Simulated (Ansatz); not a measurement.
Molecule: CH$_{3}$ (charge 0, doublet). SMILES: [CH3-]
Geometry: optimised at B3LYP-D3(BJ)/def2-TZVP (Ansatz, an electronic-structure program).

Computed values are from Ansatz. Valence correlation only, unless marked. Open shells are spin-unrestricted. Spin-orbit coupling is left out. No relativistic terms. Basis-set limits of correlation are two-point, X^-3; Hartree-Fock from the larger set.

**Question.** What is the T1 diagnostic at CCSD/aug-cc-pVQZ?

**Answer.** 0.009.

**Question.** What is the atomisation energy De at CCSD(T)/CBS(aug-cc-pVTZ,aug-cc-pVQZ)?

**Answer.** 1284.8 kJ/mol.

**Question.** What is the dipole moment at CCSD(T)/aug-cc-pVDZ?

**Answer.** 0.00 D.

**Question.** What is the total energy at CCSD(T)/CBS(aug-cc-pVTZ,aug-cc-pVQZ)?

**Answer.** -39.7786 Eh.
